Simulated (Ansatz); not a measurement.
Reaction (ligand exchange at the Sn–O bond): `[OH][Sn]([F])([F])[F]` + NH₃ → `[NH2][Sn]([F])([F])[F]` + H₂O

Calculated with Ansatz (gas phase, PBE0-D4/def2-TZVP geometries, no zero-point term in ΔE). CCSD(T)/CBS adds triple-zeta CCSD(T) − MP2 to the extrapolated MP2 energy (def2 sets, frozen cores). This one scheme is used for every species. DFT in def2-TZVPP. B3LYP here is the variant with VWN-RPA as its local correlation; programs differ in this. Elements past krypton have def2 core potentials. For Sn outer-core shells are correlated without core-valence functions, which leaves a few kJ/mol of doubt a bond. Each species was taken in one conformer, which may not be the lowest.

```json
{"level": "B3LYP-D4", "ΔE (kJ/mol)": "7.9"}
{"level": "r2SCANh", "ΔE (kJ/mol)": "9.5"}
{"level": "CCSD/def2-TZVPP", "ΔE (kJ/mol)": "5.6"}
{"level": "CCSD/CBS(def2)", "ΔE (kJ/mol)": "5.2"}
```

(1) What does CCSD(T)/CBS give? (Best estimate.)

Largest T1 diagnostic among the species: 0.015.

## Answers

(1) Ansatz gave: +5.5 kJ/mol. The listed levels differ from it by 2.4, 4.0, 0.1, -0.3 kJ/mol.

From BLYP to BHLYP (50 % exact exchange), in def2-TZVPP and without D4, ΔE moves by −4.5 kJ/mol. Leaving LDA and LC-ωPBE aside and taking each functional with its dispersion term where it has one, the values, not all of them listed here, spread over 10.4 kJ/mol, from PBE0-D4 to B97M-V. LDA lies −5.5 kJ/mol from PBE without D4. In def2-TZVPP, CCSD(T) changes the Hartree–Fock value by −4.5 kJ/mol (the triples alone add +0.3 kJ/mol) and MP2 by −5.4 kJ/mol.
